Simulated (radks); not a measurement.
Task: The rubidium ion Rb9+ is in [Ar] 3d10. Calculated with a radial shooting solver on a logarithmic mesh with Libxc functionals: scalar-relativistic Kohn-Sham, r2SCAN, spin-polarised, spherical densities, finite nucleus; meta-GGA in the generalised Kohn-Sham scheme; Fermi nuclear charge, rms radius of each element as measured or else 0.836 A^(1/3) + 0.57 fm. Open shells are filled with parallel spins first. One electron is removed from 3p, 3d, 2p, 3s in turn, with full relaxation. Which removal costs least, and what does each cost?

Result: 3d 278.23 eV; 3p 402.47 eV; 3s 478.01 eV; 2p 1998.7 eV. The 3d electron leaves first.
